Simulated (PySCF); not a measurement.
**Radial density of Br+ (bromine, charge +1)**

BP86, [Ar] 3d10 4s2 4p4, high-spin 3P determinant. Calculation: PySCF 2.14, in 6-31G* (5s4p3d, 32 functions); no relativity, point nucleus.

| r (bohr) | 4πr²ρ (e/bohr) | 4πr²(ρα − ρβ) |
| --- | --- | --- |
| 0.000799 | 0.2201 | 0.0000 |
| 0.00134 | 0.6081 | 0.0000 |
| 0.00226 | 1.624 | 0.0000 |
| 0.00380 | 4.105 | 0.0000 |
| 0.00639 | 9.716 | 0.0001 |
| 0.0108 | 20.26 | 0.0004 |
| 0.0181 | 34.62 | 0.0022 |
| 0.0304 | 42.81 | 0.0109 |
| 0.0512 | 37.06 | 0.0416 |
| 0.0861 | 39.70 | 0.0908 |
| 0.145 | 50.89 | 0.0492 |
| 0.243 | 30.56 | 0.0130 |
| 0.410 | 34.16 | 0.2352 |
| 0.689 | 21.48 | 0.0003 |
| 1.16 | 5.536 | 0.7866 |
| 1.95 | 3.311 | 1.1257 |
| 3.28 | 0.4637 | 0.1826 |
| 5.51 | 0.008573 | 0.0032 |
